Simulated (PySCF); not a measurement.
B3LYP has the VWN-RPA correlation part, as in Gaussian. 

## [Zn(Cl)2] (charge 0, multiplicity 1)

Computed with B3LYP-D3(BJ)/def2-TZVP // TPSS-D3(BJ)/def2-SVP run with PySCF 2.14.0.

The HOMO comes out as -8.86 eV and the dipole moment is 0.00 D. The HOMO–LUMO gap comes out as 6.74 eV and the LUMO comes out as -2.12 eV. The charge on the central atom (Mulliken) is 0.60 e and the charge on the central atom (meta-Löwdin) comes out as 1.23 e. The total energy is -2700.0188 Ha and the cost is around 25 core-seconds (rough).

Bonded distances (Å): Zn1–Cl2 2.104, Zn1–Cl3 2.104. Bond angles (°): Cl2–Zn1–Cl3 180.0.
Charge 0, spin multiplicity 1.
